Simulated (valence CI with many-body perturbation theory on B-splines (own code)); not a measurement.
# Tl⁴⁸⁺: electric-dipole lines

Level of theory: valence CI with perturbative core correlation (CI+MBPT): five valence electrons over a frozen Dirac-Fock core [Ar] 3d10, a basis of 11 s, 11 p, 10 d, 8 f, 5 g, 2 h functions for each j, with the one-electron correlation potential Σ1 (screened to all orders), the two-electron term Σ2, the three-electron term Σ3, Breit, model QED; selected single and double excitations, second order for the rest, scaled by the run's own slope (own B-spline code, finite nucleus).

No measured spectrum was set against this ion. As an estimate, large intervals hold to a few tenths of a per cent, small ones and those within an open d or f shell to about a per cent. Among the levels kept, up to 2200 cm⁻¹ of a level comes from second order outside the variational space, and about a tenth of that is noise between levels of different J, which matters for small intervals.

Lines 201 to 250 of 559 in falling wavelength, among levels below 52.538 Ry, chosen from the strongest by gf and those to the six lowest levels. Wavelengths and rates use the calculated energies. Electric multipoles are in the length gauge with retardation, E1 and E2 with the static RPA response of the core. Weak lines are less certain than strong ones. Lines between different terms over intervals too small for the method are left out, as are lines whose strength nearly cancels. Where a level lies close to another of its J and parity, the split of strength between their lines is uncertain. The highest levels of a list are the least certain.

Levels are named by their leading jj configuration (3d3/2^4 stands for four electrons in 3d with j = 3/2), which in mixed levels can hold well under half, so a name can repeat and another be missing. Letters in brackets count levels of one name in rising energy.

```
λ vac (nm)                               Upper                               Lower   A (s⁻¹)  S (a.u.)
     5.535  (4s 4p1/2^2 4p3/2 4d5/2) J=3/2 [a]          (4s 4p1/2^2 4p3/2^2) J=5/2  6.06e+10  2.03e-02
     5.529  (4s 4p1/2 4p3/2^2 4d5/2) J=5/2 [b]        (4s 4p1/2 4p3/2^3) J=3/2 [a]  1.12e+11  5.59e-02
     5.528          (4s 4p1/2^2 4d5/2^2) J=5/2  (4s 4p1/2^2 4p3/2 4d5/2) J=5/2 [a]  2.90e+11  1.45e-01
     5.525  (4s 4p1/2^2 4p3/2 4f7/2) J=9/2 [c]  (4s 4p1/2^2 4p3/2 4d5/2) J=7/2 [a]  3.04e+11  2.53e-01
     5.521  (4s 4p1/2^2 4p3/2 4d5/2) J=7/2 [a]          (4s 4p1/2^2 4p3/2^2) J=5/2  3.66e+11  2.43e-01
     5.511  (4s^2 4p1/2 4p3/2 4f5/2) J=3/2 [b]  (4s^2 4p1/2 4p3/2 4d3/2) J=1/2 [b]  9.23e+10  3.05e-02
     5.494      (4s 4p1/2 4p3/2^2 4d3/2) J=9/2  (4s^2 4p1/2 4p3/2 4d5/2) J=7/2 [b]  2.86e+11  2.34e-01
     5.469  (4s^2 4p1/2 4p3/2 4d5/2) J=5/2 [b]          (4s^2 4p1/2 4p3/2^2) J=5/2  1.29e+11  6.23e-02
     5.458  (4s^2 4p1/2 4p3/2 4d5/2) J=7/2 [b]          (4s^2 4p1/2 4p3/2^2) J=5/2  7.20e+11  4.62e-01
     5.441  (4s 4p1/2 4p3/2^2 4d3/2) J=1/2 [b]  (4s^2 4p1/2 4p3/2 4d5/2) J=3/2 [b]  1.28e+11  2.04e-02
     5.422      (4s 4p1/2^2 4p3/2 4d3/2) J=7/2          (4s^2 4p1/2^2 4d5/2) J=5/2  5.82e+10  3.66e-02
     5.419  (4s 4p1/2 4p3/2^2 4d5/2) J=5/2 [f]        (4s 4p1/2 4p3/2^3) J=3/2 [b]  9.39e+11  4.42e-01
     5.415  (4s 4p1/2^2 4p3/2 4f5/2) J=3/2 [a]  (4s 4p1/2^2 4p3/2 4d3/2) J=3/2 [b]  6.53e+10  2.05e-02
     5.390  (4s^2 4p1/2 4p3/2 4d5/2) J=3/2 [b]          (4s^2 4p1/2 4p3/2^2) J=5/2  9.57e+10  2.96e-02
     5.389  (4s 4p1/2 4p3/2^2 4d5/2) J=3/2 [b]        (4s 4p1/2 4p3/2^3) J=3/2 [a]  6.42e+11  1.98e-01
     5.384      (4s^2 4p1/2 4d5/2^2) J=7/2 [a]  (4s^2 4p1/2 4p3/2 4d3/2) J=5/2 [b]  1.92e+11  1.18e-01
     5.384          (4s^2 4p3/2^2 4d5/2) J=3/2                (4s^2 4p3/2^3) J=3/2  9.32e+11  2.87e-01
     5.369  (4s 4p1/2 4p3/2^2 4d5/2) J=7/2 [e]            (4s 4p1/2 4p3/2^3) J=5/2  8.71e+11  5.32e-01
     5.360  (4s 4p1/2 4p3/2^2 4d5/2) J=3/2 [e]        (4s 4p1/2 4p3/2^3) J=3/2 [b]  3.97e+11  1.21e-01
     5.358  (4s 4p1/2^2 4d3/2 4d5/2) J=5/2 [b]  (4s 4p1/2^2 4p3/2 4d3/2) J=5/2 [a]  8.07e+10  3.68e-02
     5.356  (4s 4p1/2 4p3/2^2 4d5/2) J=5/2 [e]            (4s 4p1/2 4p3/2^3) J=5/2  6.99e+11  3.18e-01
     5.350          (4s^2 4p1/2 4d5/2^2) J=5/2  (4s^2 4p1/2 4p3/2 4d5/2) J=5/2 [a]  1.92e+11  8.71e-02
     5.337  (4s^2 4p1/2 4p3/2 4f7/2) J=7/2 [b]  (4s^2 4p1/2 4p3/2 4d3/2) J=5/2 [b]  1.15e+11  6.89e-02
     5.333  (4s 4p1/2 4p3/2^2 4d5/2) J=3/2 [e]            (4s 4p1/2 4p3/2^3) J=1/2  1.05e+12  3.15e-01
     5.333  (4s 4p1/2^2 4p3/2 4d5/2) J=7/2 [b]          (4s 4p1/2^2 4p3/2^2) J=5/2  3.73e+11  2.24e-01
     5.324  (4s^2 4p1/2 4p3/2 4d5/2) J=5/2 [b]          (4s^2 4p1/2 4p3/2^2) J=3/2  9.34e+11  4.17e-01
     5.321      (4s^2 4p1/2 4d5/2^2) J=7/2 [b]  (4s^2 4p1/2 4p3/2 4d5/2) J=5/2 [a]  3.69e+10  2.20e-02
     5.318          (4s^2 4p1/2 4d5/2^2) J=9/2      (4s^2 4p1/2 4p3/2 4d5/2) J=9/2  3.24e+10  2.40e-02
     5.317  (4s 4p1/2 4p3/2^2 4d5/2) J=5/2 [c]        (4s 4p1/2 4p3/2^3) J=3/2 [a]  5.82e+11  2.59e-01
     5.317  (4s 4p1/2 4p3/2^2 4d3/2) J=7/2 [b]  (4s^2 4p1/2 4p3/2 4d5/2) J=5/2 [b]  1.44e+11  8.53e-02
     5.291  (4s 4p1/2 4p3/2^2 4d5/2) J=5/2 [d]        (4s 4p1/2 4p3/2^3) J=3/2 [a]  9.76e+10  4.28e-02
     5.289  (4s 4p1/2^2 4p3/2 4f5/2) J=7/2 [a]      (4s 4p1/2^2 4p3/2 4d3/2) J=7/2  4.02e+10  2.35e-02
     5.280          (4s^2 4p1/2 4d5/2^2) J=3/2  (4s^2 4p1/2 4p3/2 4d5/2) J=3/2 [a]  1.79e+11  5.21e-02
     5.278      (4s^2 4p3/2^2 4d5/2) J=5/2 [b]                (4s^2 4p3/2^3) J=3/2  1.33e+12  5.79e-01
     5.261  (4s 4p1/2 4p3/2^2 4d5/2) J=3/2 [d]            (4s 4p1/2 4p3/2^3) J=5/2  2.27e+11  6.53e-02
     5.249  (4s^2 4p1/2 4p3/2 4d5/2) J=3/2 [b]          (4s^2 4p1/2 4p3/2^2) J=3/2  2.43e+09  6.95e-04
     5.249  (4s 4p1/2^2 4p3/2 4f5/2) J=7/2 [b]  (4s 4p1/2^2 4p3/2 4d3/2) J=5/2 [b]  3.63e+11  2.07e-01
     5.232  (4s 4p1/2^2 4p3/2 4f5/2) J=3/2 [b]  (4s 4p1/2^2 4p3/2 4d3/2) J=1/2 [b]  2.02e+11  5.72e-02
     5.220  (4s 4p1/2 4p3/2^2 4d5/2) J=3/2 [c]        (4s 4p1/2 4p3/2^3) J=3/2 [a]  7.54e+10  2.12e-02
     5.218  (4s^2 4p1/2 4p3/2 4f5/2) J=5/2 [a]  (4s^2 4p1/2 4p3/2 4d3/2) J=3/2 [a]  1.50e+11  6.30e-02
     5.217  (4s 4p1/2^2 4p3/2 4d3/2) J=3/2 [b]          (4s^2 4p1/2^2 4d5/2) J=5/2  6.95e+09  1.95e-03
     5.214      (4s^2 4p1/2 4p3/2 4d5/2) J=1/2          (4s^2 4p1/2 4p3/2^2) J=3/2  1.21e+11  1.69e-02
     5.209      (4s^2 4p1/2 4p3/2 4f5/2) J=7/2  (4s^2 4p1/2 4p3/2 4d3/2) J=5/2 [a]  2.11e+11  1.18e-01
     5.205          (4s^2 4p1/2^2 4f5/2) J=5/2          (4s^2 4p1/2^2 4d3/2) J=3/2  1.88e+11  7.85e-02
     5.200      (4s 4p1/2^2 4p3/2 4f7/2) J=5/2  (4s 4p1/2^2 4p3/2 4d3/2) J=3/2 [b]  2.36e+11  9.81e-02
     5.176  (4s 4p1/2^2 4p3/2 4f7/2) J=9/2 [a]      (4s 4p1/2^2 4p3/2 4d3/2) J=7/2  3.80e+11  2.60e-01
     5.168  (4s^2 4p1/2 4p3/2 4f7/2) J=9/2 [a]      (4s^2 4p1/2 4p3/2 4d3/2) J=7/2  1.92e+11  1.31e-01
     5.166  (4s 4p1/2^2 4p3/2 4f7/2) J=7/2 [b]  (4s 4p1/2^2 4p3/2 4d3/2) J=5/2 [b]  6.82e+10  3.71e-02
     5.160  (4s^2 4p1/2 4p3/2 4f5/2) J=3/2 [a]  (4s^2 4p1/2 4p3/2 4d3/2) J=1/2 [a]  1.33e+11  3.61e-02
     5.158  (4s 4p1/2 4p3/2^2 4d5/2) J=7/2 [a]  (4s^2 4p1/2 4p3/2 4d5/2) J=5/2 [b]  2.69e+11  1.46e-01
```
